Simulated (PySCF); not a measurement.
SMILES [CH2]C(=C)C (C4H7), doublet (B3LYP/def2-SVP optimised geometry):

```
11

C      0.864    -0.700    -2.368
C      0.105    -0.615    -1.203
C     -1.169    -1.175    -1.127
C      0.664     0.123     0.000
H      1.866    -0.270    -2.429
H      0.474    -1.202    -3.257
H     -1.764    -1.119    -0.212
H     -1.610    -1.689    -1.986
H      1.764     0.123     0.000
H      0.334     1.175     0.000
H      0.322    -0.327     0.944
```

Method: unrestricted B3LYP/def2-TZVP (PySCF).

### Question
What are the frontier orbital energies (α orbitals alone; a β orbital can be the lowest empty one) and the dipole moment?

### Answer
HOMO-2 -9.74 eV, HOMO-1 -8.38 eV, HOMO -5.48 eV, LUMO 0.61 eV, LUMO+1 1.15 eV; dipole moment 0.32 D.

On the same geometry unrestricted PBE/def2-TZVP (PySCF) gives HOMO-2 -8.50 eV, HOMO-1 -7.31 eV, HOMO -4.58 eV, LUMO -0.18 eV, LUMO+1 0.70 eV; dipole moment 0.34 D.

Meta-Löwdin charges at B3LYP/def2-TZVP: C1 -0.26, C2 0.04, C3 -0.26, C4 -0.33, H5 0.11, H6 0.11, H7 0.11, H8 0.12, H9 0.11, H10 0.12, H11 0.11.
